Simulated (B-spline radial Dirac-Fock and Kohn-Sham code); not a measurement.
Z = 65 (terbium), transition energy 49.5 keV. Calculated with a radial atomic solver, using a Dirac-Hartree-Slater potential of the neutral atom with a Latter tail (no hole, which puts coefficients of high multipoles low close above an edge), finite nucleus with surface currents. The K shell is not open to conversion at this energy. Subshells that would emit electrons below 1 keV are left out.

Question: A pure transition shows α(L) = 114000, L1/L2 = 6.08 and L1/L3 = 0.176. What is its multipolarity?
A. M3
B. E4
C. E1
D. E2
E. M1
F. M2
G. M4
H. E3

Answer: G. For comparison, α(L), L1/L2, L1/L3 are E1 0.281, 2.58, 1.92; E2 32.5, 0.0260, 0.0218; E3 1860, 0.0113, 0.0101; E4 57300, 0.0166, 0.0153; M1 2.13, 11.1, 65.1; M2 84.8, 10.2, 2.88; M3 3530, 7.75, 0.444.
